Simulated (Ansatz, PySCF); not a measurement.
C₃H₉NSi, SMILES NC/C=C/[SiH3]. Atoms are numbered in the order given.

```xyz
14

N     -2.7043    -1.0313    -0.2850
C     -1.9557     0.0125     0.4144
C     -0.4603    -0.1795     0.4048
C      0.4360     0.6640    -0.1338
Si     2.2795     0.3564    -0.1606
H     -2.5603    -1.9356     0.1668
H     -2.3464    -1.1325    -1.2359
H     -2.3154     0.0460     1.4587
H     -2.2042     0.9909    -0.0307
H     -0.1127    -1.1202     0.8584
H      0.0519     1.5923    -0.5820
H      2.5655    -0.9581     0.4860
H      3.0172     1.4304     0.5709
H      2.8017     0.3337    -1.5608
```
Charge 0, spin multiplicity 1.

Geometry optimised at B3LYP-D3(BJ)/def2-SVP. The structure was generated by enumeration; whether it is a known compound was not checked. One conformer was computed; it need not be the lowest.

Vertical ionisation energy (IE) and electron affinity (EA) in eV. Rows of orbital energies are one-electron estimates. Where ΔSCF, EOM or ADC give a negative EA the extra electron is unbound and the value depends on the basis.

```csv
level,IE,EA
"−ε(HOMO), −ε(LUMO), PBE0/def2-TZVP (PySCF)",7.04,0.44
"−ε(HOMO), −ε(LUMO), PBE/def2-TZVP (PySCF)",5.63,1.42
"ΔSCF, PBE0/def2-TZVPD (Ansatz), final states of multiplicity 2 and 2",[?],[?]
"ΔSCF, PBE/def2-TZVPD (Ansatz), final states of multiplicity 2 and 2",8.73,-0.84
```

### Question
Complete the blanks. (An estimate is asked for; the answer gives what the named calculation found.)

### Answer

- ΔSCF, PBE0/def2-TZVPD (Ansatz, an electronic-structure program), final states of multiplicity 2 and 2, IE: 9.03
- ΔSCF, PBE0/def2-TZVPD (Ansatz), final states of multiplicity 2 and 2, EA: -1.04

### Question
What vertical singlet–triplet gap does ΔSCF give with PBE0/def2-TZVPD (Ansatz) and with PBE/def2-TZVPD (Ansatz)? (Estimate from the structure and the level; the computed values follow.)

### Answer
4.02 and 4.04 eV (triplet above singlet where positive).
